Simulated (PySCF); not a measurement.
Al(H)(NHMe)2 (C₂H₉AlN₂), SMILES C[NH][AlH][NH]C.

The structure is a stationary point at TPSSh-D3(BJ)/def2-SVP. The structure was generated by enumeration; whether it is a known compound was not checked. The values are those of a single conformer.

Two levels are set side by side: PBE/def2-TZVP (PySCF) and B3LYP/def2-TZVP (PySCF). Same geometry, gas phase. Differences are taken from unrounded values.

```tsv
quantity	B3LYP	PBE	PBE minus B3LYP
orbital gap (eV)	6.14	4.52	-1.63
highest occupied level (eV)	-6.03	-4.94	1.09
lowest empty level (eV)	0.12	-0.42	-0.53
dipole moment (D)	1.08	1.16	0.07
mean polarisability (bohr³)	68.8	72.2	3.4
```

Without exact exchange PBE keeps part of each electron's self-repulsion, which lifts occupied levels and narrows the gap. PBE's more diffuse valence density responds more strongly to a field. Differences between two approximate levels are no errors against the true value.

Rough cost on one machine, each run with all the roots and properties that it gave: B3LYP against PBE within a factor of 2.
